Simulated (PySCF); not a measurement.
## Structure elucidation problem

An unknown has the formula C$_{7}$H$_{10}$O$_{2}$Si. Its calculated NMR data are:

¹H NMR (600 MHz, computed): δ 12.24 (t, 1H), 10.03 (s, 1H), 7.72 (s, 1H), 5.81 (br s, 1H), 5.42 (br s, 1H), 4.30 (d, 2H), 2.07 (s, 3H).

¹³C{¹H} NMR (computed): δ 236.4 (CH), 198.8 (CH), 167.0 (CH), 151.5 (C), 148.2 (C), 133.8 (CH2), 25.0 (CH3).

One computed conformer, non-relativistic Hamiltonian, fast rotation and ring inversion assumed for equivalent nuclei, in vacuum. Shieldings: GIAO PBE0/pcSseg-1; structure optimised with GFN2-xTB; PySCF.

Shifts are taken against calculated references (same method and geometry level): ¹H (σref 31.72), ¹³C (σref 186.93) against TMS.

Task: Choose the structure that fits.
A. C=C(C)/C=C(\C=O)[SiH2]C=O
B. OCc1ccc([SiH2]O)cc1
C. C=CC#CC(=O)[C@@H]([SiH3])OC

Result: A. 

1. The formula gives 4 degrees of unsaturation (no ring in the answer).
2. 7 carbon signals for 7 carbons: no two carbons are equivalent.
3. Carbon types of the structure: 2 × C, 3 × CH, 1 × CH2, 1 × CH3, leaving 2 H on heteroatoms.
4. δC 167.0: β carbon of a C=C–C=O unit; conjugation with the carbonyl draws π density from the β position.
5. δC 151.5: α carbon of a C=C–C=O unit; an sp2 carbon of a C=C bond.
6. δC 148.2: fully substituted alkene carbon; as expected for a trigonal carbon in a double bond.
7. δC 133.8: terminal =CH2 carbon; the olefinic region.
8. δH 10.03: hydrogen on an aldehyde carbonyl carbon; the C=O anisotropy and electron withdrawal place aldehyde protons far downfield.

The others: C=CC#CC(=O)[C@@H]([SiH3])OC would give 6 signals for carbon-bound and other non-exchanging H, not 7; OCc1ccc([SiH2]O)cc1 would give 5 carbon signals, not 7.

Shifts are as computed. Against solution values, carbons near 30 ppm lie about +3 ppm off and those near 130 ppm about +5 ppm. Of 1309 compounds with measured shifts, 239 miss one by over three times the rms of a fit or turn the order of signals round; such compounds aren't used in these exercises. Multiplicities follow the n + 1 count of equivalent neighbours, as no J values were calculated; m marks all less simple cases, F and P coupling included.
